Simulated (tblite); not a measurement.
Compound: C₅H₆BrFO.
Atom-mapped SMILES: `[CH3:1][C:2]([CH3:3])=[C:4]([F:5])[C:6](=[O:7])[Br:8]` (hydrogens: H9, H10, H11 on C1; H12, H13, H14 on C3)

Computed with GFN2-xTB (tblite), gas phase: L-BFGS steps from a force-field or distance-geometry start until the largest atomic force falls under 0.01 eV/Å.

Step 0: E = -724.0456 eV
```
atom  x, y, z in Å  |  force x, y, z in eV/Å
C1     -0.7630    1.0109    0.7923   -1.936   0.528   0.040
C2     -0.2573   -0.2032    0.1137   -1.500  -0.299   1.617
C3     -1.0337   -1.4846    0.2717   -0.309   0.484  -1.152
C4      0.8488   -0.2431   -0.5946    2.039  -0.030  -1.234
F5      1.2112   -1.4411   -1.1402    0.336   0.508  -0.097
C6      1.7195    0.8906   -0.8236   -0.731   3.662   1.464
O7      1.5086    2.0444   -0.3664    0.597  -3.656  -1.435
Br8     3.3082    0.6619   -1.8804   -0.090  -0.291  -0.012
H9     -0.0147    1.5807    1.3511   -0.161  -0.256  -0.259
H10    -1.2172    1.7020    0.0192    0.702  -0.520   0.684
H11    -1.6488    0.7512    1.4578    1.217   0.202  -0.561
H12    -0.7863   -2.0977   -0.6338   -0.368   0.059   1.131
H13    -0.7766   -1.9957    1.2159   -0.341   0.258  -0.623
H14    -2.0994   -1.1768    0.1950    0.547  -0.649   0.437
```

Step 1: E = -724.2197 eV
```
atom  x, y, z in Å  |  force x, y, z in eV/Å
C1     -0.7907    1.0185    0.7929   -0.448   0.237   0.129
C2     -0.2787   -0.2075    0.1368    1.606   0.014  -0.652
C3     -1.0381   -1.4777    0.2553   -0.204   0.148  -0.137
C4      0.8779   -0.2435   -0.6122   -1.073   0.544   0.922
F5      1.2160   -1.4338   -1.1416    0.526   0.223  -0.284
C6      1.7091    0.9429   -0.8027    0.311  -4.365  -1.418
O7      1.5171    1.9921   -0.3869   -0.812   4.206   1.655
Br8     3.3069    0.6578   -1.8806    0.330  -0.310  -0.286
H9     -0.0170    1.5771    1.3474   -0.382  -0.323  -0.293
H10    -1.2071    1.6946    0.0290    0.291  -0.086   0.204
H11    -1.6314    0.7540    1.4498    0.388   0.105  -0.021
H12    -0.7916   -2.0969   -0.6176   -0.203  -0.153   0.562
H13    -0.7815   -1.9921    1.2070   -0.372   0.269  -0.702
H14    -2.0915   -1.1860    0.2012    0.041  -0.510   0.321
```

Step 2: E = -724.3720 eV
```
atom  x, y, z in Å  |  force x, y, z in eV/Å
C1     -0.7985    1.0215    0.7940    0.075  -0.094  -0.042
C2     -0.2684   -0.2080    0.1347    0.560   0.177  -0.093
C3     -1.0405   -1.4754    0.2517    0.014   0.233  -0.028
C4      0.8732   -0.2390   -0.6071   -0.459   0.094   0.417
F5      1.2211   -1.4309   -1.1441    0.408   0.309  -0.186
C6      1.7102    0.9140   -0.8115   -0.119   0.830   0.324
O7      1.5116    2.0197   -0.3760    0.052  -0.679  -0.261
Br8     3.3095    0.6546   -1.8830    0.074  -0.272  -0.116
H9     -0.0205    1.5739    1.3444   -0.329  -0.254  -0.255
H10    -1.2032    1.6928    0.0321    0.186   0.045   0.041
H11    -1.6256    0.7553    1.4484    0.122   0.012   0.140
H12    -0.7941   -2.0980   -0.6106   -0.160  -0.236   0.370
H13    -0.7853   -1.9893    1.1999   -0.326   0.230  -0.586
H14    -2.0901   -1.1916    0.2048   -0.098  -0.395   0.277
```

**Question.** Estimate the geometry and energy of step 3. (The exact step hangs on the optimiser's Hessian estimate; all steps are aligned on step 2, rigid shifts and turns removed.)

**Answer.** E = -724.4043 eV, largest force 0.522 eV/Å
```
atom  x, y, z in Å  |  force x, y, z in eV/Å
C1     -0.7996    1.0211    0.7938    0.115  -0.165  -0.124
C2     -0.2584   -0.2057    0.1331   -0.353   0.080   0.352
C3     -1.0409   -1.4717    0.2504    0.057   0.277  -0.093
C4      0.8660   -0.2366   -0.6003    0.409   0.004  -0.156
F5      1.2279   -1.4259   -1.1473    0.311   0.407  -0.099
C6      1.7087    0.9186   -0.8091   -0.061   0.306   0.149
O7      1.5110    2.0168   -0.3771    0.004  -0.161  -0.086
Br8     3.3111    0.6501   -1.8852    0.019  -0.258  -0.080
H9     -0.0259    1.5696    1.3401   -0.184  -0.140  -0.129
H10    -1.1997    1.6929    0.0335    0.127   0.069  -0.014
H11    -1.6225    0.7558    1.4499    0.062  -0.029   0.149
H12    -0.7969   -2.1015   -0.6037   -0.129  -0.241   0.255
H13    -0.7907   -1.9854    1.1901   -0.239   0.143  -0.354
H14    -2.0910   -1.1984    0.2095   -0.137  -0.294   0.229
```

The energy changes by -0.0323 eV. The first-order estimate −F·Δx gives -0.0485 eV and the mean of the old and new forces, exact on a quadratic surface, -0.0322 eV. The step makes an angle of 25° with the force vector and moves no atom by more than 0.012 Å.

What follows is the cost of the whole relaxation. Time: 0.6 s wall. Hardware: one thread of an Arm Neoverse V1, no GPU, shared host.
